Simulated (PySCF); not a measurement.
Orbital energies and ionisation energy

C4H12Si.
Z-matrix (Å and degrees, PBE0-D3(BJ)/def2-SVP geometry), rows numbered from 1:
```
C 
C   1  1.5218
C   2  1.5283  1  113.45
Si  3  1.8874  2  114.81  1   178.92
C   4  1.8821  3  111.64  2   -61.06
H   1  1.1020  2  111.11  3   -60.14
H   1  1.1009  2  111.69  3   179.57
H   1  1.1016  2  111.11  3    59.31
H   2  1.1043  1  109.37  3  -122.39
H   2  1.1042  1  109.19  3   122.67
H   3  1.1055  2  110.10  1    56.82
H   3  1.1050  2  110.04  1   -59.11
H   4  1.4998  3  109.44  2    60.07
H   4  1.4990  3  109.19  2   177.65
H   5  1.1009  4  111.08  3    62.22
H   5  1.1006  4  111.03  3  -177.77
H   5  1.1015  4  110.76  3   -57.83
```

Level: wB97X-D/def2-SVPD (PySCF). Frontier orbitals with their largest atomic shares (Löwdin; up to four atoms above 4 %):

| orbital | ε (eV) | main atoms |
| --- | --- | --- |
| HOMO−3 | -11.22 | C2 26 %, C1 15 %, H9 12 %, H10 10 % |
| HOMO−2 | -10.82 | Si4 32 %, H13 24 %, H14 17 %, C3 8 % |
| HOMO−1 | -10.71 | C5 32 %, Si4 24 %, H14 9 %, C3 8 % |
| HOMO | -10.12 | ? |
| LUMO | 2.25 | Si4 26 %, C5 14 %, C2 7 %, H16 6 % |
| LUMO+1 | 2.57 | C5 13 %, Si4 12 %, C1 11 %, C3 8 % |
| LUMO+2 | 2.80 | Si4 24 %, C1 13 %, H14 10 %, H13 8 % |

Question: What vertical ionisation energy does ΔSCF give, and how far is −ε(HOMO) from it?

Answer: ΔSCF: 10.30 eV (994 kJ/mol; threshold wavelength 120 nm); ⟨S²⟩ of the doublet left behind is 0.754, against 0.75 for a pure doublet. −ε(HOMO) is 10.12 eV, 0.18 eV below it. For the exact functional −ε(HOMO) would equal the first vertical ionisation energy; wB97X-D (range-separated hybrid) comes within 0.18 eV of that here.

Question: On which atoms does the HOMO lie?

Answer: C3 (sp3 carbon bound to silicon) 34 %, Si4 (SiH2 silicon) 21 %, C1 (methyl carbon) 10 %, C2 (chain CH2 carbon) 9 %, so no atom holds as much as 40 %. The HOMO−1 lies 0.59 eV lower.

Question: How many of the 10 lowest singlet excitations (vertical TDDFT, same level) lie below the ionisation energy?

Answer: All 10; they run from 8.23 to 9.27 eV.

Question: What total energies stand behind the ΔSCF value?

Answer: E(N) = -448.90688 Eh and E(N − 1) = -448.52828 Eh at the same geometry, 0.37860 Eh apart.

The structure is a single PBE0-D3(BJ)/def2-SVP conformer in the gas phase; no vibrational or solvent corrections.

The run behind these numbers computed excited states and ΔSCF ions as well. On Arm Neoverse V1, one thread, shared host, this took 3.0 min and 1.0 GiB of memory at its peak.

The pairwise dispersion term of wB97X-D wasn't added to the energies; at a given geometry it leaves orbitals and properties as they are.
